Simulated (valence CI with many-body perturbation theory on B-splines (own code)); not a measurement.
# E1 transitions of Ag XV

Method: configuration interaction combined with many-body perturbation theory (CI+MBPT): five valence electrons over a frozen Dirac-Fock core [Ar] 3d10, a basis of 11 s, 11 p, 10 d, 8 f, 5 g, 2 h functions for each j, with the one-electron correlation potential Σ1 (screened to all orders), the two-electron term Σ2, the three-electron term Σ3, Breit, model QED; selected single and double excitations, second order for the rest (own B-spline code, finite nucleus).

No measured levels were compared; by estimate levels hold to about 250 cm⁻¹ or 0.2 % of their energy and the worst to 1 %, as in measured heavy ions of charge 2 to 7; those with d or f electrons hold less well. Among the levels kept, up to 2000 cm⁻¹ of a level comes from second order outside the variational space, and about a tenth of that is noise between levels of different J, which matters for small intervals.

Lines 151 to 200 of 547 in falling wavelength, among levels below 1193300 cm⁻¹, chosen from the strongest by gf and those to the six lowest levels. Wavelengths and rates use the calculated energies, so an error of 1000 cm⁻¹ moves a line at 21.29 nm by 0.21 % and its rate by three times that or more. Electric multipoles are in the length gauge, E1 and E2 with the static RPA response of the core. Weak lines are less certain than strong ones. Lines between different terms over intervals too small for the method are left out, as are lines whose strength nearly cancels. Where a level lies close to another of its J and parity, the split of strength between their lines is uncertain. The highest levels of a list are the least certain.

Names give the largest LS component (configuration and term), which can be under half, so a name can repeat, a term be missing and a line seem to break the LS rules; names also repeat where a configuration has a term twice. Letters in brackets count levels of one name in rising energy.

| λ vac (nm) | Upper | Lower | A (s⁻¹) | log gf | Branch % |
| --- | --- | --- | --- | --- | --- |
| 21.29 | 4s²4p²4d ²F_5/2 [a] | 4s²4p³ ²D°_5/2 | 2.24e+08 | -2.04 | 14.4 |
| 21.28 | 4s²4p4d² ⁴P°_5/2 [a] | 4s²4p²4d ²F_7/2 [c] | 7.09e+09 | -0.54 | 4.7 |
| 21.17 | 4s²4p²4f ²D°_3/2 [b] | 4s²4p²4d ²D_3/2 [c] | 7.13e+09 | -0.72 | 2.9 |
| 21.06 | 4s4p³4d ⁴D°_5/2 [e] | 4s²4p²4d ⁴F_5/2 | 6.68e+09 | -0.57 | 9.5 |
| 21.04 | 4s²4p²4d ⁴F_7/2 | 4s²4p³ ²D°_5/2 | 3.45e+08 | -1.74 | 100.0 |
| 20.99 | 4s²4p²4d ⁴P_3/2 | 4s²4p³ ²P°_3/2 | 8.82e+08 | -1.63 | 0.5 |
| 20.95 | 4s²4p²4d ⁴P_1/2 | 4s²4p³ ²P°_3/2 | 6.20e+09 | -1.09 | 3.8 |
| 20.84 | 4s²4p4d² ⁴D°_7/2 [a] | 4s²4p²4d ²F_7/2 [b] | 4.14e+09 | -0.67 | 8.8 |
| 20.82 | 4s²4p²4d ⁴D_3/2 | 4s²4p³ ²D°_5/2 | 1.10e+10 | -0.54 | 55.0 |
| 20.79 | 4s²4p²4f ²G°_7/2 [a] | 4s²4p²4d ²G_7/2 | 6.82e+09 | -0.45 | 9.1 |
| 20.75 | 4s²4p²4d ²F_7/2 [a] | 4s²4p³ ²D°_5/2 | 2.63e+08 | -1.87 | 100.0 |
| 20.68 | 4s4p³4d ²D°_5/2 [b] | 4s4p⁴ ²P_3/2 | 5.24e+09 | -0.70 | 13.8 |
| 20.51 | 4s²4p²4d ²P_3/2 [a] | 4s²4p³ ²P°_1/2 | 2.05e+09 | -1.29 | 2.1 |
| 20.49 | 4s²4p4d² ²H°_9/2 | 4s²4p²4d ²G_7/2 | 3.68e+09 | -0.64 | 41.0 |
| 20.49 | 4s²4p²4f ²D°_5/2 [b] | 4s²4p²4d ²F_7/2 [c] | 1.25e+10 | -0.32 | 6.7 |
| 20.32 | 4s²4p²4f ²G°_7/2 [b] | 4s²4p²4d ²G_9/2 | 7.23e+09 | -0.45 | 8.8 |
| 20.19 | 4s²4p²4d ⁴D_1/2 | 4s²4p³ ²D°_3/2 | 8.78e+09 | -0.97 | 58.7 |
| 20.17 | 4s²4p²4d ²P_1/2 [a] | 4s²4p³ ²P°_3/2 | 1.50e+10 | -0.74 | 8.9 |
| 20.16 | 4s²4p²4d ⁴F_3/2 | 4s²4p³ ⁴S°_3/2 | 5.18e+09 | -0.90 | 55.2 |
| 20.14 | 4s²4p²4d ⁴D_3/2 | 4s²4p³ ²D°_3/2 | 1.88e+08 | -2.34 | 0.9 |
| 20.13 | 4s4p³4d ⁴F°_3/2 [a] | 4s4p⁴ ⁴P_5/2 | 4.04e+08 | -2.01 | 7.6 |
| 20.11 | 4s²4p²4f ⁴G°_7/2 | 4s²4p²4d ²G_9/2 | 9.94e+09 | -0.32 | 6.5 |
| 20.09 | 4s4p³4d ⁴D°_5/2 [a] | 4s4p⁴ ⁴P_5/2 | 2.12e+09 | -1.11 | 42.1 |
| 20.06 | 4s²4p²4d ⁴D_5/2 | 4s²4p³ ²D°_5/2 | 4.00e+09 | -0.84 | 24.8 |
| 19.89 | 4s²4p²4f ²G°_7/2 [b] | 4s²4p²4d ²F_7/2 [b] | 4.46e+09 | -0.67 | 5.4 |
| 19.83 | 4s²4p²4f ⁴F°_5/2 | 4s²4p²4d ²D_5/2 [a] | 1.41e+10 | -0.30 | 7.6 |
| 19.78 | 4s4p³4d ²D°_3/2 [c] | 4s4p⁴ ²S_1/2 | 1.26e+10 | -0.53 | 11.9 |
| 19.75 | 4s²4p4d² ²P°_3/2 | 4s²4p²4d ²F_5/2 [b] | 1.27e+10 | -0.53 | 4.9 |
| 19.71 | 4s²4p²4d ²D_5/2 [a] | 4s²4p³ ²P°_3/2 | 4.41e+09 | -0.81 | 2.4 |
| 19.69 | 4s²4p4d² ⁴G°_9/2 | 4s²4p²4d ⁴F_9/2 | 5.98e+09 | -0.46 | 48.5 |
| 19.67 | 4s²4p4d² ⁴D°_7/2 [c] | 4s²4p²4d ²F_7/2 [c] | 6.84e+09 | -0.50 | 2.1 |
| 19.63 | 4s4p³4d ²D°_5/2 [d] | 4s²4p²4d ²F_7/2 [a] | 9.13e+09 | -0.50 | 13.9 |
| 19.59 | 4s²4p4d² ⁴D°_5/2 [a] | 4s²4p²4d ²G_7/2 | 1.61e+10 | -0.26 | 14.8 |
| 19.59 | 4s²4p²4d ⁴F_5/2 | 4s²4p³ ⁴S°_3/2 | 7.11e+09 | -0.61 | 94.3 |
| 19.54 | 4s4p³4d ⁴D°_7/2 [a] | 4s4p⁴ ⁴P_5/2 | 9.91e+08 | -1.34 | 40.2 |
| 19.51 | 4s4p³4d ⁴P°_5/2 [a] | 4s4p⁴ ²D_3/2 | 8.15e+09 | -0.55 | 8.4 |
| 19.49 | 4s²4p²4d ²P_3/2 [a] | 4s²4p³ ²D°_5/2 | 3.83e+10 | -0.06 | 38.7 |
| 19.43 | 4s²4p4d² ⁴P°_5/2 [a] | 4s²4p²4d ²D_5/2 [a] | 9.96e+09 | -0.47 | 6.6 |
| 19.43 | 4s²4p²4d ⁴D_5/2 | 4s²4p³ ²D°_3/2 | 3.65e+09 | -0.91 | 22.7 |
| 19.42 | 4s²4p4d² ⁴D°_5/2 [b] | 4s²4p²4d ⁴P_5/2 | 5.73e+09 | -0.71 | 3.6 |
| 19.40 | 4s²4p4d² ²S°_1/2 | 4s²4p²4d ²P_1/2 [b] | 1.68e+10 | -0.72 | 7.2 |
| 19.39 | 4s²4p4d² ²S°_1/2 | 4s²4p²4d ²D_3/2 [b] | 2.46e+10 | -0.56 | 10.6 |
| 19.35 | 4s²4p²4d ⁴P_3/2 | 4s²4p³ ²P°_1/2 | 2.79e+08 | -2.20 | 0.2 |
| 19.32 | 4s²4p²4d ⁴P_1/2 | 4s²4p³ ²P°_1/2 | 7.19e+09 | -1.09 | 4.4 |
| 19.30 | 4s4p³4d ⁴D°_3/2 [a] | 4s4p⁴ ⁴P_5/2 | 9.87e+08 | -1.66 | 20.9 |
| 19.29 | 4s²4p4d² ⁴G°_9/2 | 4s²4p²4d ²F_7/2 [a] | 3.38e+09 | -0.72 | 27.4 |
| 19.23 | 4s²4p²4f ²G°_7/2 [b] | 4s²4p²4d ²G_7/2 | 9.35e+09 | -0.38 | 11.4 |
| 19.19 | 4s²4p²4d ²D_3/2 [b] | 4s²4p³ ²P°_3/2 | 9.37e+08 | -1.68 | 0.5 |
| 19.19 | 4s4p³4d ⁴F°_5/2 [a] | 4s4p⁴ ⁴P_5/2 | 1.59e+09 | -1.28 | 29.9 |
| 19.13 | 4s²4p²4f ⁴G°_9/2 | 4s²4p²4d ²G_7/2 | 2.91e+09 | -0.80 | 2.5 |

(1) How does gf follow from A for the line at 19.89 nm?

Answers

(1) gf = 1.4992 × (2J+1)_upper × A / σ², with σ = 502692 cm⁻¹ and 2J+1 = 8: gf = 0.212.
